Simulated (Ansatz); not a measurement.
Basis-set extrapolation for HKO, SMILES `[OH][K]` (PBE0-D4/def2-TZVP geometry, frozen core, the Gaussian-basis code of Ansatz). Multiplicity 1, RHF reference. For K the program correlates outer-core shells too, which these sets cover unevenly, so the extrapolated numbers aren't a true limit.

```tsv
	def2-TZVPP	def2-QZVPP
HF	-674.638907	-674.656930
MP2 correlation	-0.427215	-0.501634
CCSD(T) correlation	-0.448273	-0.533014
```

Energies in hartree. Use E(X) = E(∞) + A·exp(−7.88·√X) for Hartree–Fock and E(X) = E(∞) + B·X^(−2.97) for correlation, with X = 3 and 4.

Question: What is the CCSD(T) energy at the basis-set limit?

Answer: HF limit: -674.656930 + (-0.018023) × 0.13774 = -674.65941. Correlation limit: -0.533014 + (-0.084741) × 0.74074 = -0.59579. Total: -675.25520 hartree, 441.1 kJ/mol below CCSD(T)/def2-TZVPP.
